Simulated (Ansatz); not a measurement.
Program: Ansatz. Geometries: PBE0-D4/def2-TZVP. ΔE: electronic, gas phase. CBS: MP2 limit from def2 TZ/QZ plus the TZ coupled-cluster correction, frozen cores. This one scheme is used for every species. Functionals use def2-TZVPP. B3LYP here is the variant with VWN-RPA as its local correlation; programs differ in this. One conformer a species, not always the lowest.

Reaction (redistribution): `COB(C)OC` + `N[SiH2][AlH2]` → `CO[B](C)[AlH2]` + `CO[SiH2]N`

(1) Is it downhill or uphill in electronic energy at CCSD(T)/CBS, and by how much? (Best estimate.)

(2) What do these levels give: PBE, B3LYP, HF/def2-TZVPP, HF/def2-QZVPP, SCS-MP2/def2-QZVPP, HF/CBS(def2)? (Estimate.)

Largest T1 diagnostic among the species: 0.013.

Answers

(1) The calculation gave: Uphill: ΔE = +14.1 kcal/mol.

(2) Ansatz gave: PBE 15.1, B3LYP 14.2, HF/def2-TZVPP 15.0, HF/def2-QZVPP 14.6, SCS-MP2/def2-QZVPP 13.1, HF/CBS(def2) 14.5 kcal/mol.
